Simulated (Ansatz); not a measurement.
CH4ClNSi (`[SiH3]/N=C/Cl`), relaxed with RKS PBE-D4/def2-SVP in Ansatz from a rough embedded geometry. The force threshold is 0.03 eV/Å; the program also tests the step.

Charge 0, multiplicity 1.

Start:

```xyz
8

Si   -0.512    0.427    0.930
N     0.494    0.617   -0.389
C     0.626   -0.445   -1.117
Cl    1.698   -0.206   -2.499
H    -1.885   -0.022    0.460
H     0.016   -0.686    1.822
H    -0.632    1.686    1.742
H     0.195   -1.370   -0.949
```

```tsv
step	energy (eV)	largest force (eV/Å)	largest move (Å)
1	-22970.8751	5.913	0.000
2	-22971.2877	1.973	0.090
3 (rejected)	-22971.2620	1.583	0.166
4	-22971.3993	0.338	0.082
5	-22971.4163	0.235	0.100
6	-22971.4208	0.143	0.065
7	-22971.4278	0.302	0.200
8	-22971.4320	0.186	0.048
9	-22971.4494	0.118	0.200
10	-22971.4528	0.540	0.196
11	-22971.4821	0.093	0.200
12	-22971.4848	0.097	0.086
13 (rejected)	-22971.4844	0.340	0.060
14	-22971.4857	0.063	0.023
15	-22971.4858	0.001	0.012
```

End:

```xyz
8

Si   -0.521    0.318    1.103
N     0.722    0.226   -0.145
C     0.633   -0.346   -1.258
Cl    1.963   -0.365   -2.425
H    -1.800   -0.384    0.706
H     0.036   -0.314    2.344
H    -0.801    1.770    1.357
H    -0.232   -0.905   -1.682
```

It took 19 s on 2 threads of an Arm Neoverse V2 on a shared host, with 0.14 GiB of host memory at the peak.
